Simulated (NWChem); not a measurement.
Program: NWChem. System: C₄H₅, charge 1, spin multiplicity 3, at the geometry of a parent with another charge or spin, in a state set for the comparison that need not be this species' ground state. Its SCF solution wasn't tested for a lower state. Level: UHF/def2-SVPD.

The NWChem input:

```
start mol
memory heap 200 mb stack 900 mb global 1100 mb
charge 1
geometry units angstroms nocenter noautoz
  C      1.499531     1.211821     0.000000
  C      0.254122     0.765273     0.000000
  C     -0.134703    -0.644940     0.000000
  C     -1.406144    -1.068297     0.000000
  H      2.507275     0.794784     0.000000
  H     -0.569763     1.494583     0.000000
  H      0.679576    -1.378168     0.000000
  H     -2.241929    -0.361556     0.000000
  H     -1.651998    -2.132795     0.000000
  symmetry group Cs
end
basis spherical
  * library def2-svpd
end
scf
  uhf
  nopen 2
  maxiter 100
  thresh 1e-7
  semidirect memsize 60000000 filesize 0
  # guess.movecs holds the orbitals of an unrestricted PBE0 run
  vectors input guess.movecs output mol.movecs
end
task scf energy
```

Output (cleaned and shortened):

```
             Northwest Computational Chemistry Package (NWChem) 7.3.0
             --------------------------------------------------------

                                NWChem Input Module
                                -------------------

 Scaling coordinates for geometry "geometry" by  1.889725989
 (inverse scale =  0.529177249)

 Turning off AUTOSYM since
 SYMMETRY directive was detected!

                             Geometry "geometry" -> ""
                             -------------------------

 Output coordinates in angstroms (scale by  1.889725989 to convert to a.u.)

  No.       Tag          Charge          X              Y              Z
 ---- ---------------- ---------- -------------- -------------- --------------
    1 C                    6.0000     1.49953100     1.21182100     0.00000000
    2 C                    6.0000     0.25412200     0.76527300     0.00000000
    3 C                    6.0000    -0.13470300    -0.64494000     0.00000000
    4 C                    6.0000    -1.40614400    -1.06829700     0.00000000
    5 H                    1.0000     2.50727500     0.79478400     0.00000000
    6 H                    1.0000    -0.56976300     1.49458300     0.00000000
    7 H                    1.0000     0.67957600    -1.37816800     0.00000000
    8 H                    1.0000    -2.24192900    -0.36155600     0.00000000
    9 H                    1.0000    -1.65199800    -2.13279500     0.00000000

 Effective nuclear repulsion energy (a.u.)      96.4695406635

            Nuclear Dipole moment (a.u.)
            ----------------------------
        X                 Y               Z
 ---------------- ---------------- ----------------
    -0.0000056692    -0.0000188973     0.0000000000

      Symmetry information
      --------------------

 Group name             Cs
 Group number              2
 Group order               2
 No. of unique centers     9

      Symmetry unique atoms

     1    2    3    4    5    6    7    8    9


 Summary of "ao basis" -> "" (spherical)
 ------------------------------------------------------------------------------
       Tag                 Description            Shells   Functions and Types
 ---------------- ------------------------------  ------  ---------------------
 *                         def2-svpd                  on all atoms

 Summary of "ao basis" -> "ao basis" (spherical)
 ------------------------------------------------------------------------------
       Tag                 Description            Shells   Functions and Types
 ---------------- ------------------------------  ------  ---------------------
 C                         def2-svpd                 8       20   4s2p2d
 H                         def2-svpd                 4        8   2s2p

                                 NWChem SCF Module
                                 -----------------

  ao basis        = "ao basis"
  functions       =   120
  atoms           =     9
  alpha electrons =    15
  beta  electrons =    13
  charge          =   1.00
  wavefunction    = UHF
  use symmetry    = T
  symmetry adapt  = T

 Summary of "ao basis" -> "ao basis" (spherical)
 ------------------------------------------------------------------------------
       Tag                 Description            Shells   Functions and Types
 ---------------- ------------------------------  ------  ---------------------
 C                         def2-svpd                 8       20   4s2p2d
 H                         def2-svpd                 4        8   2s2p

      Symmetry analysis of basis
      --------------------------

        a'         86
        a"         34

 Forming initial guess at       0.1s

   Symmetry analysis of molecular orbitals - initial alpha
   -------------------------------------------------------

  Numbering of irreducible representations:

     1 a'          2 a"

  Orbital symmetries:

     1 a'          2 a'          3 a'          4 a'          5 a'
     6 a'          7 a'          8 a'          9 a'         10 a'
    11 a'         12 a'         13 a"         14 a"         15 a'
    16 a"         17 a"         18 a'         19 a'         20 a'
    21 a'         22 a'         23 a'         24 a'         25 a"

   Symmetry analysis of molecular orbitals - initial beta
   ------------------------------------------------------

  Numbering of irreducible representations:

     1 a'          2 a"

  Orbital symmetries:

     1 a'          2 a'          3 a'          4 a'          5 a'
     6 a'          7 a'          8 a'          9 a'         10 a'
    11 a'         12 a'         13 a"         14 a"         15 a'
    16 a"         17 a"         18 a'         19 a'         20 a'
    21 a'         22 a'         23 a'         24 a'         25 a"

 Starting SCF solution at       0.1s

 ----------------------------------------------
         Quadratically convergent UHF

 Convergence threshold     :          1.000E-07
 Maximum no. of iterations :          100
 Integral*density screening:          1.000E-09
 ----------------------------------------------

              iter       energy          gnorm     gmax       time
             ----- ------------------- --------- --------- --------
                 1     -153.8622880316  4.14D-01  7.01D-02      2.2
                 2     -153.8837947370  3.54D-02  1.59D-02      2.9
                 3     -153.8850602203  2.57D-03  1.34D-03      4.6
                 4     -153.8850669253  1.68D-05  4.13D-06      7.3
                 5     -153.8850669255  8.60D-09  5.22D-09     10.9

       Final UHF  results
       ------------------
[...]
    26     -0.193007  2 C  py                89     -0.191958  6 H  s
     3      0.181621  1 C  s                  2      0.166304  1 C  s

 Vector   15  Occ=1.000000D+00  E=-6.377619D-01  Symmetry=a"
              MO Center=  2.4D-02,  1.1D-02, -6.9D-17, r^2= 3.6D+00
   Bfn.  Coefficient  Atom+Function         Bfn.  Coefficient  Atom+Function
  ----- ------------  ---------------      ----- ------------  ---------------
     7      0.379114  1 C  pz                67     -0.365948  4 C  pz
    10      0.273584  1 C  pz                70     -0.257178  4 C  pz
    47     -0.237457  3 C  pz                50     -0.208526  3 C  pz
    27      0.184154  2 C  pz                30      0.153516  2 C  pz

 Vector   16  Occ=0.000000D+00  E=-1.521488D-01  Symmetry=a"
              MO Center= -7.9D-02, -5.7D-02, -7.6D-15, r^2= 3.7D+00
   Bfn.  Coefficient  Atom+Function         Bfn.  Coefficient  Atom+Function
  ----- ------------  ---------------      ----- ------------  ---------------
    70      0.349054  4 C  pz                67      0.331882  4 C  pz
    10      0.321600  1 C  pz                 7      0.303006  1 C  pz
    50     -0.283497  3 C  pz                47     -0.281888  3 C  pz
    27     -0.265254  2 C  pz                30     -0.252339  2 C  pz

 Vector   17  Occ=0.000000D+00  E=-5.564162D-02  Symmetry=a'
              MO Center= -3.7D-01, -4.3D-01, -3.8D-16, r^2= 1.1D+01
   Bfn.  Coefficient  Atom+Function         Bfn.  Coefficient  Atom+Function
  ----- ------------  ---------------      ----- ------------  ---------------
    98      4.079529  7 H  s                 90      3.344847  6 H  s
   106      3.101363  8 H  s                 64     -2.768700  4 C  s
    82      2.351582  5 H  s                  4     -2.100875  1 C  s
     3     -2.046308  1 C  s                 43     -1.704150  3 C  s
    63     -1.672708  4 C  s                 56      1.301031  3 C  d -2

 Vector   18  Occ=0.000000D+00  E=-4.131164D-02  Symmetry=a'
              MO Center=  2.0D-01, -3.6D-02, -2.0D-15, r^2= 1.2D+01
   Bfn.  Coefficient  Atom+Function         Bfn.  Coefficient  Atom+Function
  ----- ------------  ---------------      ----- ------------  ---------------
    44      6.238891  3 C  s                 24     -5.398800  2 C  s
    64     -3.992066  4 C  s                  4      3.713897  1 C  s
   106      2.985097  8 H  s                 82     -2.833407  5 H  s
    23     -2.599849  2 C  s                  3      1.869338  1 C  s
    43      1.205990  3 C  s                 98     -1.150742  7 H  s

                     UHF Final Beta Molecular Orbital Analysis
                     -----------------------------------------

 Vector   11  Occ=1.000000D+00  E=-8.050819D-01  Symmetry=a'
              MO Center= -9.1D-02,  1.7D-01, -5.9D-16, r^2= 4.0D+00
   Bfn.  Coefficient  Atom+Function         Bfn.  Coefficient  Atom+Function
  ----- ------------  ---------------      ----- ------------  ---------------
    25      0.339136  2 C  px                 5     -0.284050  1 C  px
    66      0.284313  4 C  py                89     -0.242670  6 H  s
   113     -0.230008  9 H  s                 81     -0.210684  5 H  s
    28      0.162080  2 C  px

 Vector   12  Occ=1.000000D+00  E=-7.521129D-01  Symmetry=a'
              MO Center= -5.2D-01, -5.6D-01, -5.2D-16, r^2= 2.8D+00
   Bfn.  Coefficient  Atom+Function         Bfn.  Coefficient  Atom+Function
  ----- ------------  ---------------      ----- ------------  ---------------
    97      0.291779  7 H  s                 46     -0.257960  3 C  py
    26      0.249141  2 C  py               105      0.243494  8 H  s
    43      0.231656  3 C  s                 66      0.229020  4 C  py
   113     -0.201836  9 H  s                 89      0.176770  6 H  s
    45      0.174107  3 C  px                23      0.164437  2 C  s

 Vector   13  Occ=1.000000D+00  E=-6.431485D-01  Symmetry=a"
              MO Center=  6.8D-02,  1.0D-01, -1.2D-16, r^2= 1.8D+00
   Bfn.  Coefficient  Atom+Function         Bfn.  Coefficient  Atom+Function
  ----- ------------  ---------------      ----- ------------  ---------------
    27      0.382751  2 C  pz                47      0.346086  3 C  pz
    30      0.301901  2 C  pz                50      0.261721  3 C  pz

 Vector   14  Occ=0.000000D+00  E=-2.433278D-01  Symmetry=a"
              MO Center= -1.3D-01, -8.6D-02, -2.4D-15, r^2= 3.4D+00
   Bfn.  Coefficient  Atom+Function         Bfn.  Coefficient  Atom+Function
  ----- ------------  ---------------      ----- ------------  ---------------
    67     -0.289924  4 C  pz                27      0.280560  2 C  pz
    30      0.278281  2 C  pz                47     -0.261899  3 C  pz
    50     -0.242313  3 C  pz                 7      0.231396  1 C  pz
    70     -0.176878  4 C  pz

 Vector   15  Occ=0.000000D+00  E=-1.070997D-01  Symmetry=a'
              MO Center=  1.4D+00,  1.5D+00, -5.6D-15, r^2= 2.7D+00
   Bfn.  Coefficient  Atom+Function         Bfn.  Coefficient  Atom+Function
  ----- ------------  ---------------      ----- ------------  ---------------
     4      1.378936  1 C  s                 98      1.189928  7 H  s
    44     -1.175367  3 C  s                  3     -0.899779  1 C  s
    82     -0.820714  5 H  s                 43      0.599043  3 C  s
    36      0.565262  2 C  d -2              40      0.506371  2 C  d  2
    90      0.501366  6 H  s                 63     -0.475709  4 C  s

 Vector   16  Occ=0.000000D+00  E=-5.383670D-02  Symmetry=a"
              MO Center= -1.9D-01, -1.7D-01,  2.2D-15, r^2= 5.8D+00
   Bfn.  Coefficient  Atom+Function         Bfn.  Coefficient  Atom+Function
  ----- ------------  ---------------      ----- ------------  ---------------
    67      0.304749  4 C  pz                39     -0.290462  2 C  d  1
     7      0.277571  1 C  pz                50     -0.276578  3 C  pz
    59      0.259871  3 C  d  1              47     -0.237269  3 C  pz
    96      0.220182  6 H  pz                88      0.218850  5 H  pz
   112      0.184577  8 H  pz               120      0.175780  9 H  pz

 center of mass
 --------------
 x =   0.04513618 y =   0.05596388 z =   0.00000000

 moments of inertia (a.u.)
 ------------------
         188.580895453085        -170.499946399596           0.000000000000
        -170.499946399596         237.892453367267           0.000000000000
           0.000000000000           0.000000000000         426.473348820352

  Mulliken analysis of the total density
  --------------------------------------

    Atom       Charge   Shell Charges
 -----------   ------   -------------------------------------------------------
    1 C    6     6.06   1.99  0.95  0.51  0.03  1.83  0.72  0.03  0.01
    2 C    6     5.72   1.99  0.93  0.09 -0.04  1.98  0.83  0.05 -0.11
    3 C    6     6.08   1.99  0.92  0.18  0.00  1.97  0.80  0.04  0.17
    4 C    6     5.81   1.99  0.94  0.27 -0.04  1.93  0.66  0.04  0.05
    5 H    1     0.88   0.71  0.13  0.03  0.01
    6 H    1     0.91   0.73  0.10  0.03  0.05
    7 H    1     0.87   0.74  0.06  0.03  0.05
    8 H    1     0.90   0.74  0.12  0.03  0.02
    9 H    1     0.76   0.73  0.00  0.03 -0.01

  Mulliken analysis of the alpha density
  --------------------------------------

    Atom       Charge   Shell Charges
 -----------   ------   -------------------------------------------------------
    1 C    6     4.01   0.99  0.55  0.37  0.02  1.38  0.68  0.01  0.00
    2 C    6     2.62   0.99  0.45  0.04 -0.02  0.94  0.32  0.03 -0.13
    3 C    6     2.99   0.99  0.47  0.07 -0.00  1.00  0.38  0.02  0.05
    4 C    6     3.26   0.99  0.48  0.18 -0.03  1.13  0.46  0.02  0.03
    5 H    1     0.40   0.34  0.04  0.02  0.01
    6 H    1     0.50   0.39  0.07  0.01  0.03
    7 H    1     0.43   0.37  0.03  0.01  0.02
    8 H    1     0.42   0.35  0.04  0.01  0.01
    9 H    1     0.36   0.35 -0.01  0.01 -0.00

   Mulliken analysis of the beta density
   -------------------------------------

    Atom       Charge   Shell Charges
 -----------   ------   -------------------------------------------------------
    1 C    6     2.05   0.99  0.41  0.14  0.01  0.45  0.04  0.02  0.00
    2 C    6     3.10   0.99  0.47  0.06 -0.02  1.04  0.51  0.01  0.02
    3 C    6     3.09   0.99  0.46  0.11  0.01  0.96  0.42  0.02  0.12
    4 C    6     2.55   0.99  0.46  0.08 -0.01  0.80  0.20  0.02  0.02
    5 H    1     0.48   0.38  0.09  0.01 -0.00
    6 H    1     0.41   0.35  0.03  0.01  0.02
    7 H    1     0.44   0.37  0.03  0.01  0.03
    8 H    1     0.48   0.38  0.08  0.01  0.01
    9 H    1     0.40   0.38  0.02  0.01 -0.01

   Mulliken analysis of the spin density
   -------------------------------------

    Atom       Charge   Shell Charges
 -----------   ------   -------------------------------------------------------
    1 C    6     1.96   0.00  0.14  0.23  0.01  0.93  0.64 -0.00  0.00
    2 C    6    -0.47  -0.00 -0.02 -0.02 -0.00 -0.11 -0.19  0.02 -0.15
    3 C    6    -0.09   0.00  0.01 -0.03 -0.01  0.04 -0.05  0.00 -0.06
    4 C    6     0.71  -0.00  0.02  0.10 -0.02  0.33  0.26  0.00  0.02
    5 H    1    -0.08  -0.04 -0.05  0.01  0.01
    6 H    1     0.09   0.04  0.04 -0.00  0.01
    7 H    1    -0.01  -0.00 -0.00 -0.00 -0.00
    8 H    1    -0.05  -0.03 -0.04  0.00  0.01
    9 H    1    -0.05  -0.03 -0.03  0.00  0.00

       Multipole analysis of the density wrt the origin
       ------------------------------------------------

     L   x y z        total         alpha         beta         nuclear
     -   - - -        -----         -----         ----         -------
     0   0 0 0      1.000000    -15.000000    -13.000000     29.000000

     1   1 0 0     -0.122314     -1.507883      1.385575     -0.000006
     1   0 1 0     -0.322498     -1.623415      1.300936     -0.000019
     1   0 0 1      0.000000     -0.000000      0.000000      0.000000

     2   2 0 0     -7.047108    -84.269050    -68.047407    145.269349
     2   1 1 0      3.675917    -51.921052    -37.760344     93.357312
     2   1 0 1      0.000000      0.000000      0.000000      0.000000
     2   0 2 0    -11.022995    -68.843115    -53.284611    111.104732
     2   0 1 1     -0.000000     -0.000000      0.000000      0.000000
     2   0 0 2    -17.898434    -10.317622     -7.580813      0.000000

 Task  times  cpu:       11.0s     wall:       11.0s

 Total times  cpu:       11.0s     wall:       11.0s
```
